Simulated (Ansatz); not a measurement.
Abridged output of a molecular run in Ansatz:

```
Functional definition: HF
913 factors; integrals over basis functions are off by at most 1.2e-3 eV
mean field evaluation 1: about -14570.4520 eV, gradient 3.1e1 eV
mean field evaluation 2: about -14570.7092 eV, gradient 3.1e1 eV
mean field evaluation 4: about -14572.9798 eV, gradient 3.8e0 eV
mean field evaluation 8: about -14573.0474 eV, gradient 3.7e-1 eV
mean field evaluation 16: about -14573.0487 eV, gradient 1.7e-6 eV
mean field -14573.04869791 eV, -535.5496616810 hartree, gradient 1.7e-6 eV, S^2 0.000000; 1 other end points of the search recorded, 0 dependent functions left out; unrestricted orbitals would lower it
8 core orbitals not correlated: weight in the atoms' cores, before any rotation towards them, 1.000 or more for the frozen orbitals, at most 0.000 for the correlated occupied ones
reference -14573.04869791 eV, -535.5496616810 hartree; 10, 10 occupied and 131, 131 virtual orbitals, 913 factors
second order -17.59622223 eV of doubles, -0.00000000 eV of singles
cycle   1  -17.30964995 eV  change    2.9e-1 eV  update   1.3e-1
cycle   2  -17.87790505 eV  change   -5.7e-1 eV  update   4.3e-2
cycle   3  -18.02979930 eV  change   -1.5e-1 eV  update   2.1e-2
cycle   4  -18.00993926 eV  change    2.0e-2 eV  update   6.3e-3
cycle   5  -18.00807683 eV  change    1.9e-3 eV  update   2.6e-3
cycle   6  -18.00896040 eV  change   -8.8e-4 eV  update   1.0e-3
cycle   7  -18.00834417 eV  change    6.2e-4 eV  update   3.1e-4
cycle   8  -18.00830528 eV  change    3.9e-5 eV  update   1.2e-4
cycle   9  -18.00836597 eV  change   -6.1e-5 eV  update   5.3e-5
cycle  10  -18.00836041 eV  change    5.6e-6 eV  update   2.3e-5
perturbative correction -0.97634365 eV, -0.0358799673 hartree
Total energy: -14592.03340197 eV, -536.2473366868 hartree
```

Its atoms:

Cartesian coordinates in Å:
```
S 1.1560 -1.8861 -0.4555
C 0.3640 -0.5545 -0.1334
B -0.1917 0.7784 0.1944
O -1.0290 -0.2559 -0.0895
H -0.2994 1.9181 0.4840
```

Question: Which basis set was used?
A. def2-QZVPP
B. def2-TZVPPD
C. cc-pV(Q+d)Z
D. def2-TZVPP

Answer: D. It gives 149 functions.

Question: Write the keys of the input that set method, charge and spin (a neutral closed shell needs none for the last two).

Answer: 
```yaml
correlation: {method: ccsd_t}
```
